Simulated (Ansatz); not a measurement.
ScO3 (the lowest doublet isomer of a short search) was relaxed with r2SCAN-D4 (def2-TZVP) in Ansatz in these states: charge +1 singlet, neutral doublet, neutral quartet. The geometries follow in no particular order.

A:

```xyz
4

Sc    0.723   -0.201    0.456
O    -0.266    1.090   -0.859
O    -0.163   -0.753    1.775
O    -0.293   -0.136   -1.372
```

B:

```csv
atom,x (Å),y (Å),z (Å)
Sc1,1.022,0.016,0.625
O2,-0.794,0.334,-0.040
O3,-0.512,-1.040,0.381
O4,0.283,0.689,-0.965
```

C:

Cartesian coordinates in Å:
```
Sc -0.2368 1.0130 -0.3062
O 1.3390 -0.0084 0.6686
O -1.5868 -0.0656 -0.7788
O 0.4847 -0.9390 0.4164
```

Task: Judge from the bond lengths which geometry belongs to which state (an estimate).

Result: A is the neutral doublet (Sc1–O4 2.092 Å, Sc1–O3 1.682 Å, O2–O4 1.329 Å); B is the charge +1 singlet (Sc1–O4 1.878 Å, Sc1–O3 1.878 Å, O2–O4 1.464 Å); C is the neutral quartet (Sc1–O4 2.203 Å, Sc1–O3 1.791 Å, O2–O4 1.288 Å).

A triplet lies near this restricted singlet, and broken spin symmetry wasn't tried. At PBE0-D4/def2-TZVP a doublet lies 2.76 eV below the neutral quartet. These are the stationary points nearest to one start from a short search; other shapes may lie lower in each state.
